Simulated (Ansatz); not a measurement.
Correlation energies of `C[O][Nb]([F])([F])([O]C)[O]C` by basis set

Z-matrix (Å, degrees):
```
Nb
C 1 3.068
F 1 1.900 2 111.3
C 1 3.050 2 118.0 3 -78.1
O 1 1.879 2 78.2 3 172.6
F 1 1.892 2 119.5 3 95.3
O 1 1.861 2 17.1 3 -2.7
O 1 1.869 2 112.9 3 -97.6
H 2 1.093 1 120.1 3 -64.6
H 2 1.093 1 118.9 3 73.8
H 2 1.095 1 87.6 3 -175.6
H 4 1.093 1 121.3 2 -145.1
H 4 1.094 1 85.8 2 104.7
H 4 1.093 1 118.8 2 -5.1
C 5 1.391 1 147.4 2 -126.8
H 15 1.094 5 110.0 1 -115.5
H 15 1.094 5 110.2 1 124.9
H 15 1.095 5 109.9 1 4.7
```

The species carries charge 0 and has multiplicity 1. Correlated methods include outer-core shells of Nb, which these sets cover unevenly. Nb: def2 effective core potential. The structure was optimised at the PBE0-D4/def2-TZVP level. It is one conformer, not always the lowest. Frozen core, restricted reference, Ansatz.

```tsv
basis	HF (Eh)	MP2 corr.	CCSD corr.	(T)	CCSD(T) total
def2-SVP	-598.46936	-1.69452	-1.72627	-0.05693	-600.25256
def2-TZVPP	-599.15044	-2.20971	-2.21973	-0.09555	-601.46572
def2-QZVPP	-599.18078	-2.39482	–	–	–
```
